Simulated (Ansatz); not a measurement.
Ansatz (a program for electronic structure) input (B3LYP-D3(BJ)/def2-TZVP):

Ansatz 0.2 input:
```yaml
crystal:
  periodic: [false, false, false]
  atoms:
    - {symbol: P, position_ang: [1.23783151, -0.01437663, -0.01218428]}
    - {symbol: P, position_ang: [-1.23783151, 0.01437663, 0.01218428]}
    - {symbol: O, position_ang: [0.01288731, 1.10581896, 0.00446246]}
    - {symbol: O, position_ang: [-0.01288731, -1.10581896, -0.00446246]}
basis:
  gaussian:
    orbitals: def2-TZVP
hamiltonian:
  xc: b3lyp
  dispersion: d3bj
phonons: {temperatures: {t_min: 298.15, t_max: 298.15, t_step: 100}}
```

Output:

```
Functional definition: B3LYP
integrals: 0.05 GiB planned
866 factors; their error is unknown
mean field: 0.50 GiB planned
mean field evaluation 1: about -22668.3252 eV, gradient 6.4e1 eV
mean field evaluation 2: about -22649.3396 eV, gradient 1.2e2 eV
mean field evaluation 4: about -22674.6932 eV, gradient 1.2e0 eV
mean field evaluation 8: about -22674.7138 eV, gradient 1.6e-1 eV
mean field evaluation 16: about -22674.7138 eV, gradient 6.5e-5 eV
mean field -22674.71380047 eV, -833.2803626943 hartree, gradient 6.5e-5 eV, S^2 0.000000; 0 other end points of the search recorded, 0 dependent functions left out
the calculation of the forces begins
reference -22674.71399438 eV, -833.2803698203 hartree; 23, 23 occupied and 113, 113 virtual orbitals, 866 factors
these checks for a lower state are left out or cut short: stability, starts, cluster_reference, orbital_swaps, neighbouring_geometries, increment
integrals: 0.05 GiB planned
866 factors; their error is unknown
mean field: 0.50 GiB planned
mean field -22674.71375379 eV, -833.2803609788 hartree, gradient 1.9e-6 eV, S^2 0.000000; 0 other end points of the search recorded, 0 dependent functions left out
the calculation of the forces begins
reference -22674.71394772 eV, -833.2803681055 hartree; 23, 23 occupied and 113, 113 virtual orbitals, 866 factors
these checks for a lower state are left out or cut short: stability, starts, cluster_reference, orbital_swaps, neighbouring_geometries, increment
integrals: 0.05 GiB planned
866 factors; their error is unknown
mean field: 0.50 GiB planned
mean field -22674.71373335 eV, -833.2803602276 hartree, gradient 2.4e-6 eV, S^2 0.000000; 0 other end points of the search recorded, 0 dependent functions left out
the calculation of the forces begins
reference -22674.71392724 eV, -833.2803673528 hartree; 23, 23 occupied and 113, 113 virtual orbitals, 866 factors
these checks for a lower state are left out or cut short: stability, starts, cluster_reference, orbital_swaps, neighbouring_geometries, increment
integrals: 0.05 GiB planned
866 factors; their error is unknown
mean field: 0.50 GiB planned
mean field evaluation 32: about -22674.6955 eV, gradient 1.3e-4 eV
mean field -22674.71374826 eV, -833.2803607756 hartree, gradient 1.9e-6 eV, S^2 0.000000; 0 other end points of the search recorded, 0 dependent functions left out
the calculation of the forces begins
reference -22674.71394219 eV, -833.2803679024 hartree; 23, 23 occupied and 113, 113 virtual orbitals, 866 factors
these checks for a lower state are left out or cut short: stability, starts, cluster_reference, orbital_swaps, neighbouring_geometries, increment
integrals: 0.05 GiB planned
866 factors; their error is unknown
mean field: 0.50 GiB planned
mean field -22674.71374167 eV, -833.2803605332 hartree, gradient 1.8e-6 eV, S^2 0.000000; 0 other end points of the search recorded, 0 dependent functions left out
the calculation of the forces begins
reference -22674.71393555 eV, -833.2803676583 hartree; 23, 23 occupied and 113, 113 virtual orbitals, 866 factors
Total energy: -22674.90422942 eV, -833.2873608289 hartree
Atom 0 at     1.237832    -0.014377    -0.012184 Å, force     0.000001    -0.000000    -0.000000 eV/Å
Atom 1 at    -1.237832     0.014377     0.012184 Å, force    -0.000001     0.000000     0.000000 eV/Å
Atom 2 at     0.012887     1.105819     0.004462 Å, force    -0.000000    -0.000020    -0.000000 eV/Å
Atom 3 at    -0.012887    -1.105819    -0.004462 Å, force     0.000000     0.000020     0.000000 eV/Å
Dipole moment:    -0.000000     0.000000     0.000000 e Å
Vibrations: 455.16 560.34 623.86 711.95 745.06 893.61 cm⁻¹, zero-point energy 0.247348 eV
```
